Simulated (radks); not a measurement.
All-electron atom: Ho3+ in [Xe] 4f8.5 6s1.5 (fractional occupations, a model configuration). Calculated with a radial shooting solver on a logarithmic mesh with Libxc functionals: scalar-relativistic Kohn-Sham, PBE, spin-unpolarised, spherical densities, finite nucleus; Fermi nuclear charge, rms radius 5.2022 fm.

Normalised radial functions P(r) = r R(r), r in bohr:

| r | 4s | 4d | 4f |
|---|---|---|---|
| 0.003308 | 0.2827 | 0.0003 | 0.0000 |
| 0.004447 | 0.3337 | 0.0007 | 0.0000 |
| 0.005979 | 0.3796 | 0.0015 | 0.0000 |
| 0.008103 | 0.4092 | 0.0033 | 0.0000 |
| 0.01089 | 0.4024 | 0.0074 | 0.0001 |
| 0.01465 | 0.3368 | 0.0160 | 0.0002 |
| 0.01969 | 0.1893 | 0.0339 | 0.0005 |
| 0.02648 | -0.0481 | 0.0696 | 0.0015 |
| 0.03588 | -0.3509 | 0.1387 | 0.0044 |
| 0.04824 | -0.5989 | 0.2548 | 0.0117 |
| 0.06486 | -0.6293 | 0.4297 | 0.0299 |
| 0.0872 | -0.2906 | 0.6438 | 0.0712 |
| 0.1182 | 0.3817 | 0.8165 | 0.1594 |
| 0.1589 | 0.9225 | 0.7767 | 0.3154 |
| 0.2136 | 0.7552 | 0.3713 | 0.5527 |
| 0.2872 | -0.2473 | -0.3763 | 0.8407 |
| 0.3862 | -1.3484 | -1.1350 | 1.0895 |
| 0.5233 | -1.6178 | -1.4524 | 1.1828 |
| 0.7036 | -1.0432 | -1.1790 | 1.0653 |
| 0.946 | -0.3913 | -0.6501 | 0.8050 |
| 1.272 | -0.0811 | -0.2384 | 0.5090 |
| 1.71 | -0.0082 | -0.0537 | 0.2604 |
| 2.318 | -0.0003 | -0.0061 | 0.0992 |
| 3.116 | 0.0000 | -0.0003 | 0.0273 |
| 4.189 | 0.0000 | 0.0000 | 0.0046 |
| 5.632 | 0.0000 | 0.0000 | 0.0004 |
| 7.572 | 0.0000 | 0.0000 | 0.0000 |

4s: eigenvalue -461.56 eV, 3 radial nodes at r = 0.0251, 0.100, 0.270 bohr, <r> = 0.517 bohr, 90 % of the charge inside 0.742 bohr. 4d: eigenvalue -210.11 eV, 1 radial node at r = 0.250 bohr, <r> = 0.590 bohr, 90 % of the charge inside 0.885 bohr. 4f: eigenvalue -51.456 eV, 0 radial nodes, <r> = 0.730 bohr, 90 % of the charge inside 1.22 bohr.
